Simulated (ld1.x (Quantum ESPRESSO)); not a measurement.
# Mg (Z = 12), TM: configuration errors across variants

ld1.x (Quantum ESPRESSO) 7.5 input, shortened:

```
&input
   title='Mg', zed=12., rel=1, dft='PZ', iswitch=3,
   config='[Ne] 3s2 3p0 3d-2'
 /
 &inputp
   pseudotype=2, tm=.true., lloc=-2, rcloc=3.40,
   nlcc=.false.
 /
3
3S  1  0   2.00   0.00  2.55  2.55  0.0
3P  2  1   0.00   0.00  3.80  3.80  0.0
3D  3  2  -2.00   0.20  3.85  3.85  0.0
 &test
   configts(1)='3s2 3p0'
 /
```

All-electron excitation energies from the reference (eV): (1) 3s1 3p0 8.074; (2) 3s1.5 3p0 3.192; (3) 3s1 3p1 3.523; (4) 3s0 3p2 7.269; (5) 3s0 3p1 12.465; (6) 3s1 3p0 spin 7.753; (7) 3s1.5 3p0 spin 3.135.

Spin tests fill each open shell by Hund’s rule, majority spin first.

2 further variants failed, have other tests or too few solved ones, and are left out.

A true bound ghost makes a file unfit for plane-wave use even where its test errors are small: the radial tests pick states by their node count and pass the ghost by.

Errors AE − PS in meV (a dash: test not solved or not reliable):

| change | (1) | (2) | (3) | (4) | (5) | (6) | (7) | bound ghosts |
| --- | --- | --- | --- | --- | --- | --- | --- | --- |
| base | +20 | +1.9 | +11 | +62 | +108 | +106 | +12 | none |
| wave 3s (bound): rc 2.55 bohr becomes 3s (bound): rc 3.76 bohr | +8.2 | +0.5 | -1.3 | +14 | +35 | +98 | +11 | none |
| wave 3p (bound): rc 3.80 bohr becomes 3p (bound): rc 5.04 bohr | +20 | +1.9 | +11 | +59 | +104 | +106 | +12 | none |
| wave 3d channel at 0.2 Ry: rc 3.85 bohr becomes 3d channel at 3.52 Ry: rc 3.85 bohr | +20 | +1.9 | +11 | +62 | +108 | +106 | +12 | none |
| local potential all-electron potential smoothed inside 3.44 bohr (lloc = -2) | +17 | +1.0 | +11 | +62 | +108 | +102 | +11 | s |
| wave 3d channel at 0.2 Ry: rc 3.85 bohr becomes 3d channel at 0.2 Ry: rc 2.90 bohr | +20 | +1.9 | +11 | +62 | +108 | +106 | +12 | none |
| all radii scaled by about 1.31 (s 3.34, p 4.98, d 5.06 bohr); local potential all-electron potential smoothed inside 4.46 bohr (lloc = -2) | +30 | +6.0 | +4.4 | +30 | +57 | +122 | +16 | none |
| type ultrasoft; waves now 3s (bound): rcut 2.20, rcutus 2.55 bohr; 3s channel at 4.35 Ry: rcut 2.20, rcutus 2.55 bohr; 3p (bound): rcut 3.30, rcutus 3.80 bohr; 3p channel at 0.25 Ry: rcut 3.30, rcutus 3.80 bohr; 3d channel at 0.2 Ry: rcut 3.35, rcutus 3.85 bohr; 3d channel at 1.75 Ry: rcut 3.35, rcutus 3.85 bohr; local potential all-electron potential smoothed inside 3.80 bohr (lloc = -1); augmentation PSQ, inside the norm-conserving radii | +25 | +3.5 | +14 | +68 | +112 | +112 | +13 | none |

Q: Give the same row for: local potential the p channel.

A: +26, +3.6, +12, +62, +109, +112, +14; bound ghosts: none.
